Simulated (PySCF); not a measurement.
# Krypton: a sound run and one with changed settings

Sound run: Kr²⁺ [Ar] 3d10 4s2 4p4, Kr³⁺ [Ar] 3d10 4s2 4p3. All numbers are calculated (PySCF 2.14, the spin-free X2C one-electron Hamiltonian (Gaussian nucleus), in jorge-DZP-DKH). In the sound run the correlated levels freeze [Ar] 3d10. The sound run starts from symmetry-adapted Hartree-Fock orbitals and uses a fine grid where one is needed.

Changed run: no relativity, point nucleus. This setting is unsound on purpose.

```
species   method  sound run (hartree)  changed run (hartree)  converged
   Kr²⁺      UHF          -2786.66918            -2742.21998        yes
   Kr²⁺     BP86          -2788.78553            -2744.19200        yes
   Kr²⁺     TPSS          -2788.34223            -2743.79534        yes
   Kr²⁺      MP2          -2786.70492            -2742.25535        yes
   Kr²⁺  CCSD(T)          -2786.71104            -2742.26150        yes
   Kr³⁺      UHF          -2785.41428            -2740.96612        yes
   Kr³⁺     BP86          -2787.47723            -2742.88477        yes
   Kr³⁺     TPSS          -2787.04169            -2742.49600        yes
   Kr³⁺      MP2          -2785.44442            -2740.99591        yes
   Kr³⁺  CCSD(T)          -2785.45014            -2741.00167        yes
```

Ionisation energy of Kr²⁺:

```
 method  sound run (eV)  changed run (eV)
    UHF          34.148            34.119
   BP86          35.601            35.572
   TPSS          35.390            35.357
    MP2          34.300            34.271
SCS-MP2          34.306            34.277
   CCSD          34.307            34.278
CCSD(T)          34.311            34.282
```

Most of the change in total energy is the relativistic energy itself. On top of that the contraction fixes the core shape for the Hamiltonian it was made with, so the changed run is not a good calculation with the other Hamiltonian either.

For comparison, NIST gives 35.838 ± 0.02 eV between the lowest levels.
